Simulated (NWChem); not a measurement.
System: CCl$_{3}$F; SMILES FC(Cl)(Cl)Cl

```xyz
5

F      0.0000     0.0000     1.5819
C      0.0000     0.0000     0.2556
Cl     1.3161    -1.0354    -0.3084
Cl    -1.5547    -0.6221    -0.3084
Cl     0.2386     1.6575    -0.3084
```
Atoms are numbered in this order, from 1.

Results from NWChem. Geometry optimised at PBE0/def2-SVP; all other runs use it. 

```
quantity                                                      level  value
-----------------------------------------  ------------------------  -----
vertical, lowest excitation, singlet (eV)  CAM-B3LYP/def2-SVPD, TDA   6.50
dipole in solution (D) in n-hexane               PBE0/def2-SVP, SMD   0.32
−ε(HOMO) (eV)                                    CAM-B3LYP/def2-SVP  10.27
isotropic polarisability (bohr³), static        CAM-B3LYP/def2-SVPD   56.0
dipole (D)                                            PBE0/def2-SVP   0.30
highest harmonic frequency (cm⁻¹)                     PBE0/def2-SVP   1177
```
